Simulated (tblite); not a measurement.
C3H12BNSi.
Structure used (GFN2-xTB), in Å, numbered top down from 1:
```
atom  x, y, z in Å
C1    -2.302   -0.435   -0.768
N2    -1.063   -0.034   -0.140
C3    -0.942    1.405   -0.104
B4    -0.126   -0.936    0.338
C5     1.239   -0.500    1.004
Si6    2.580   -0.141   -0.293
H7    -3.160   -0.046   -0.209
H8    -2.368   -1.519   -0.801
H9    -2.358   -0.046   -1.790
H10   -0.918    1.813   -1.120
H11   -1.797    1.848    0.418
H12   -0.029    1.698    0.405
H13   -0.366   -2.080    0.205
H14    1.613   -1.295    1.650
H15    1.139    0.382    1.639
H16    2.199    0.990   -1.149
H17    3.833    0.210    0.389
H18    2.817   -1.309   -1.147
```

Calculated harmonic vibrations of the isolated species, GFN2-xTB (tblite), most abundant isotopes, no scaling. The method is semi-empirical: single wavenumbers can be off by several per cent or more. Modes of hydrogen on boron and silicon can be 10 to 20 % off. One conformer, not necessarily the lowest.

Harmonic wavenumbers (cm⁻¹): 74.0, 83.2, 94.1, 150.4, 177.5, 264.6, 277.4, 357.5, 413.5, 452.8, 511.4, 548.6, 705.9, 738.0, 781.7, 793.6, 802.7, 808.9, 860.8, 974.9, 1037.0, 1051.1, 1073.8, 1091.7, 1132.5, 1141.2, 1176.2, 1226.1, 1410.6, 1416.3, 1463.3, 1475.4, 1483.8, 1486.1, 1494.5, 1523.5, 2208.7, 2218.1, 2245.6, 2576.2, 2915.7, 2917.8, 2939.9, 2947.4, 2960.1, 2978.3, 3048.6, 3066.4.

A = 5478, B = 1335, C = 1249 MHz; mass 101.083 u (most abundant isotopes); point group C1, symmetry number 1.

Task: Zero-point energy?

Result: Half the sum of the wavenumbers: 31789 cm⁻¹ = 380.28 kJ/mol.

Task: Give the ideal-gas entropy at 273.15 K and 1 bar in the rigid-rotor, harmonic-oscillator model (classical rotation).

Result: Translation 164.60, rotation 115.87, vibration 98.63: S = 379.1 J/(mol K).

Task: And Cp and H(273.15 K) − H(0)?

Result: Cp = 139.98 J/(mol K), of which vibrations give 106.72 (their classical limit is 48 R = 399.1); H(273.15 K) − H(0) = 23.72 kJ/mol without the zero-point energy, 14.64 from vibrations.

Task: Blend soft modes into free rotors: weight 1/[1 + (100 cm⁻¹/ν̃)⁴] for the oscillator and the rest for a rotor with moment μB/(μ + B), μ = h/(8π²ν), B = 10⁻⁴⁴ kg m². What vibrational entropy results?

Result: 92.73 J/(mol K) in place of 98.63, which changes −T·S at 273.15 K by +1.61 kJ/mol.

Task: Which modes carry the vibrational entropy at 273.15 K?

Result: 74.0 cm⁻¹: 16.20; 83.2 cm⁻¹: 15.24; 94.1 cm⁻¹: 14.23; 150.4 cm⁻¹: 10.47; 177.5 cm⁻¹: 9.17; 264.6 cm⁻¹: 6.20 J/(mol K); the other 42 give 27.12 together.

Hindered rotation and anharmonicity are outside this model. Other conformers, if any are populated, would add a mixing term that is left out. The structure is chiral; the term R ln 2 for an equal mix with its mirror image is left out.

Time: 0.83 s wall. Hardware: one thread, Arm Neoverse N1 (aarch64), no GPU, shared host. This covers the Hessian and the dipole derivatives.
